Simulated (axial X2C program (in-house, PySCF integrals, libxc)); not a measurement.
## ZrSe: from the spin-free to the two-component result

All values were computed with an in-house relativistic program for diatomic molecules. Spin-free means the one-electron spin-free X2C Hamiltonian; two-component (2c) means X2C with spin–orbit coupling and atomic mean-field two-electron Coulomb and Gaunt terms, so the difference of the two also holds small scalar two-electron terms. Basis: Zr dyall-cv3z [11s12p9d6f3g], Se dyall-cv3z [8s9p6d4f1g] (cores contracted in-house); Gaussian nuclei, density fitting, unrestricted open shells. Masses: Zr 89.905 u, Se 79.917 u.

Spin-free state: M_S = 1, Λ = 2 (beyond evenly filled blocks: σα, δ+α); fragments Zr + Se.

| level | Re (Å) | ωe (cm⁻¹) | De (eV) | μ (D) |
| --- | --- | --- | --- | --- |
| PBE0 | 2.312 | 373.4 | 5.133 | -5.58 |
| TPSS | 2.328 | 359.5 | 5.378 | -5.23 |

Dipoles are positive if Se is the positive end.

Two-component determinant lowest at the distance of the search:

Ω = 1 (⟨Sz⟩ = -1.00, ⟨Lz⟩ = 2.00 at PBE0); fragments Zr + Se.

| level | Re (Å) | ωe (cm⁻¹) | μ (D) |
| --- | --- | --- | --- |
| PBE0 | 2.313 | 372.7 | -5.57 |
| TPSS | 2.329 | 358.9 | -5.22 |

(1) From the two tables, how do the constants change at the PBE0 level (2c against spin-free)?

The state is a single determinant with fixed occupations, the lowest that a limited PBE0 search found. Dissociation energies refer to the lowest single-determinant-based atoms at the same level and basis. De is not given where an atomic determinant may have missed its ground term or J level, or where the truncated virtual space spoils (T). Density functionals use the spin component along the axis (collinear). PBE0 can misorder states that lie within some tenths of an eV, so this need not be the ground state of the molecule. The nearest other spin-free determinant of the search, M_S = 0, Λ = 0, lies 0.37 eV up at the distance of the search. Without a current term, density functionals place determinants with orbital angular momentum somewhat too high. With several unpaired electrons one determinant need not be a pure state. The determinant is spin-polarised beyond a pure state at some levels (its spin-free form has ⟨S²⟩ too high), which makes Re and μ there less reliable.

## Answers

(1) At the PBE0 level Re increases by 0.001 Å and ωe falls by 0.7 cm⁻¹.
